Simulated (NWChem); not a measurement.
C$_{2}$H$_{3}$FO$_{2}$Si; SMILES O=C1C[Si@@H](F)O1

```xyz
9

O      0.2395     2.4242    -0.3345
C      0.0545     1.2774    -0.0956
C     -1.2359     0.4412    -0.0408
Si    -0.0586    -0.9244     0.4254
F      0.1782    -2.0776    -0.6757
O      1.0373     0.3711     0.2323
H     -1.7324     0.3761    -1.0203
H     -1.9535     0.8296     0.6961
H     -0.0029    -1.5630     1.7538
```
Atoms are numbered in this order, from 1.

Level: PBE0/def2-SVP (NWChem), optimised geometry, unscaled harmonic frequencies. 

### Question
List the harmonic frequencies with IR intensities, and the thermochemistry.

### Answer
| frequency (cm⁻¹) | IR intensity (km/mol) |
|---|---|
| 88 | 4.7 |
| 220 | 7.8 |
| 290 | 11.6 |
| 483 | 2.7 |
| 508 | 0.3 |
| 559 | 27.1 |
| 678 | 19.3 |
| 716 | 50.8 |
| 764 | 50.8 |
| 851 | 44.9 |
| 874 | 32.3 |
| 901 | 89.6 |
| 976 | 191.2 |
| 1077 | 1.4 |
| 1103 | 58.0 |
| 1181 | 286.6 |
| 1368 | 32.4 |
| 1971 | 430.3 |
| 2339 | 90.4 |
| 3118 | 3.5 |
| 3187 | 3.5 |

| Quantity | Result |
|---|---|
| zero-point energy | 33.2 kcal/mol |
| thermal correction to the enthalpy at 298.15 K (with zero-point energy) | 37.5 kcal/mol |
| heat capacity Cv | 20.4 cal/(mol K) |
| entropy at 298.15 K and 1 atm (symmetry number 1) | 77.3 cal/(mol K) |
| dipole moment | 3.69 D |

Rigid rotor and harmonic oscillator; modes under 100 cm⁻¹ make the entropy uncertain.
